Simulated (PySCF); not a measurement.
CH7F2NSi2, SMILES N[Si@H](F)C[SiH2]F.

Geometry optimised at PBE-D3(BJ)/def2-SVP. The structure was generated by enumeration; whether it is a known compound was not checked. One conformer was computed; it need not be the lowest.

These are PBE-D3(BJ)/def2-SVP (PySCF 2.14.0) values and carry that method's errors.

Frequencies are harmonic and unscaled.

Computed vibrational spectrum:
| mode | ν (cm⁻¹) | IR (km/mol) | moving atoms (share of kinetic energy) |
|---|---|---|---|
| 1 | 20 | 2.0 | F 55 %, H 16 %, C 16 %, N 13 % |
| 2 | 103 | 1.6 | F 30 %, Si 29 %, H 27 %, N 9 % |
| 3 | 150 | 3.4 | F 46 %, N 28 %, Si 12 %, H 9 % |
| 4 | 200 | 2.1 | F 35 %, H 23 %, N 18 %, Si 17 % |
| 5 | 239 | 18.7 | F 41 %, Si 27 %, H 17 %, N 8 % |
| 6 | 288 | 2.4 | H 58 %, Si 21 %, N 8 %, C 8 % |
| 7 | 300 | 14.8 | Si 32 %, F 31 %, H 18 %, N 16 % |
| 8 | 383 | 53.1 | H 68 %, N 15 %, Si 13 % |
| 9 | 444 | 134.8 | H 81 %, N 16 % |
| 10 | 521 | 4.7 | H 62 %, Si 28 % |
| 11 | 575 | 4.0 | H 51 %, C 39 % |
| 12 | 687 | 68.2 | H 58 %, C 21 %, Si 11 % |
| 13 | 703 | 12.2 | H 87 % |
| 14 | 723 | 7.5 | H 69 %, C 22 % |
| 15 | 732 | 19.3 | H 43 %, C 32 %, Si 13 % |
| 16 | 800 | 89.5 | F 38 %, Si 26 %, H 24 %, N 9 % |
| 17 | 813 | 23.2 | F 50 %, H 28 %, Si 21 % |
| 18 | 839 | 129.2 | H 75 %, Si 12 %, N 10 % |
| 19 | 876 | 108.0 | H 67 %, N 19 %, Si 10 % |
| 20 | 898 | 89.8 | H 50 %, Si 31 %, F 12 % |
| 21 | 922 | 144.1 | H 68 %, Si 19 %, N 8 % |
| 22 | 932 | 227.3 | H 67 %, Si 21 % |
| 23 | 982 | 51.0 | H 85 %, Si 12 % |
| 24 | 1040 | 154.2 | H 53 %, C 40 % |
| 25 | 1321 | 12.2 | H 92 % |
| 26 | 1489 | 60.3 | H 89 %, N 11 % |
| 27 | 2174 | 154.2 | H 97 % |
| 28 | 2193 | 72.1 | H 96 % |
| 29 | 2200 | 162.1 | H 97 % |
| 30 | 2989 | 0.3 | H 95 % |
| 31 | 3051 | 0.2 | H 91 %, C 9 % |
| 32 | 3483 | 37.1 | H 96 % |
| 33 | 3591 | 53.4 | H 91 %, N 9 % |
